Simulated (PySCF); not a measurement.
SMILES [SiH3][In]([F])[F] (H3F2InSi), B3LYP/def2-SVP optimised geometry.

```
7

In    -1.32    -1.48    -2.13
F     -0.25    -2.14    -3.65
F     -3.20    -1.89    -2.55
Si    -0.48    -0.32     0.00
H     -1.01    -1.07     1.17
H     -1.01     1.07     0.00
H      1.01    -0.32     0.00
```

Density from B3LYP/def2-TZVP, def2 effective core potentials past Kr (PySCF) at that geometry. The core electrons that the potentials of In replace are not part of the density.

Minimum of the electron density along straight lines between bonded atoms, close to the bond critical point (lines longer than 1.1 times the sum of covalent radii, or with two minima, are not listed):

| bond | length / Å | ρ at the minimum / e bohr⁻³ | ∇²ρ there / e bohr⁻⁵ | position (fraction from the first atom) |
|---|---|---|---|---|
| In1–F2 | 1.966 | 0.108 | 0.56 | 0.52 |
| In1–F3 | 1.967 | 0.108 | 0.56 | 0.52 |
| In1–Si4 | 2.572 | 0.068 | -0.04 | 0.52 |
| Si4–H5 | 1.488 | 0.121 | 0.14 | 0.49 |
| Si4–H6 | 1.488 | 0.121 | 0.14 | 0.49 |
| Si4–H7 | 1.487 | 0.121 | 0.14 | 0.49 |
